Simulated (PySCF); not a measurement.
C2H4F2Si2. Atoms are numbered in the order given.

```xyz
10

C      2.7981     0.7732     0.6441
C      1.8224     0.0548     0.4363
Si     0.3096    -0.9355     0.1566
F      0.3475    -1.5834    -1.3539
Si    -1.5803     0.4550     0.3641
F     -1.3818     1.7809    -0.5874
H      3.6620     1.4008     0.8241
H      0.2659    -2.0690     1.1420
H     -2.8367    -0.2536    -0.0612
H     -1.7156     0.9037     1.7942
```

Coordinates come from a PBE-D3(BJ)/def2-SVP optimisation. The structure was generated by enumeration; whether it is a known compound was not checked. One conformer was computed; it need not be the lowest.

Computed with PBE-D3(BJ)/def2-SVP run with PySCF.

Frequencies are harmonic and unscaled.

```csv
mode,ν (cm⁻¹),IR (km/mol),moving atoms (share of kinetic energy)
1,37,1.7,"F 60 %, C 17 %, H 13 %, Si 10 %"
2,72,1.5,"F 34 %, C 32 %, Si 19 %, H 14 %"
3,108,0.9,"F 58 %, Si 20 %, H 12 %, C 10 %"
4,151,4.3,"F 41 %, C 33 %, H 14 %, Si 12 %"
5,199,4.8,"C 40 %, F 24 %, Si 23 %, H 13 %"
6,319,44.4,"C 56 %, Si 26 %, H 10 %, F 9 %"
7,351,28.9,"C 45 %, Si 31 %, F 16 %"
8,402,3.5,"Si 64 %, H 17 %, C 11 %, F 8 %"
9,476,21.2,"H 73 %, Si 20 %"
10,635,40.6,"C 45 %, Si 40 %, H 13 %"
11,688,22.8,"H 76 %, C 24 %"
12,710,8.7,H 91 %
13,722,23.3,"H 76 %, C 24 %"
14,743,248.9,"H 79 %, Si 16 %"
15,786,17.9,"H 80 %, F 17 %"
16,822,42.5,"H 52 %, F 37 %, Si 11 %"
17,863,208.5,"H 36 %, Si 34 %, F 28 %"
18,885,113.1,"Si 36 %, H 32 %, F 31 %"
19,912,93.7,"H 73 %, Si 19 %, F 9 %"
20,2082,49.7,"C 90 %, H 9 %"
21,2154,69.4,H 98 %
22,2168,107.6,H 97 %
23,2171,113.5,H 96 %
24,3388,55.3,"H 86 %, C 14 %"
```
